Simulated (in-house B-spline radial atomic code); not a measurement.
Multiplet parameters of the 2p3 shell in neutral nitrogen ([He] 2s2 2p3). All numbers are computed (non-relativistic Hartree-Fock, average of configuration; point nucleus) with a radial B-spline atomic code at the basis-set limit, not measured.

Slater integrals: F^2 = 62899 cm⁻¹. Central-field spin-orbit parameter ζ(2p) = 93.59 cm⁻¹ (bare central field on non-relativistic orbitals, without two-electron terms: too large for light atoms, too small for heavy ones).

With F₂ = F^2/25 = 2516 cm⁻¹:

Q: Where do the terms lie in LS coupling, without spin-orbit interaction?

A: In cm⁻¹ above the Hund's-rule term:
| term | expression | energy |
| --- | --- | --- |
| 4S | 0 F₂ | 0 |
| 2D | 9 F₂ | 22644 |
| 2P | 15 F₂ | 37739 |

Q: Is LS coupling a fair picture here?

A: Unscaled Hartree-Fock integrals overestimate measured term splittings, because correlation screens the repulsion; fits to spectra scale them down, most for low charges. Here ζ is 0.04 times F₂, so LS coupling is a fair start, though levels of equal J in close terms still mix.
